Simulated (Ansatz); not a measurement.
Species: C6H8, net charge 0, singlet state. SMILES: C1CC2=C1CC2
Geometry from a B3LYP-D3(BJ)/def2-TZVP (Ansatz, a quantum-chemistry and plane-wave program) optimisation:
```xyz
14

C      1.5931    -0.6391    -0.1154
C      1.4364     0.9221     0.2153
C     -0.0643     0.6399     0.1356
C      0.0643    -0.6399    -0.1356
C     -1.4364    -0.9221    -0.2153
C     -1.5931     0.6391     0.1154
H      2.0950    -0.8500    -1.0619
H      2.0723    -1.2202     0.6750
H      1.8503     1.5867    -0.5457
H      1.8276     1.2165     1.1911
H     -1.8276    -1.2165    -1.1911
H     -1.8503    -1.5867     0.5457
H     -2.0723     1.2202    -0.6750
H     -2.0950     0.8500     1.0619
```

Wanted: vertical triplet-singlet gap (E(triplet) - E(singlet); each state is the SCF solution reached for its spin), in kcal/mol. Valence correlation only, unless marked. Open shells are spin-unrestricted. No spin-orbit coupling. Non-relativistic. CBS marks a two-point X^-3 extrapolation of the correlation energy; Hartree-Fock from the larger set. [CCSD(T)-MP2]/basis is that difference in the basis named.

| level | program | vertical triplet-singlet gap (kcal/mol) |
|---|---|---|
| HF/aug-cc-pVTZ | Ansatz | 86.6 |
| SVWN5/def2-TZVPD | Ansatz | 112.4 |

Question: Estimate the value at RI-MP2/CBS(aug-cc-pVTZ,aug-cc-pVQZ)+[CCSD(T)-MP2]/aug-cc-pVTZ as computed with Ansatz.

Answer: 113.6 kcal/mol
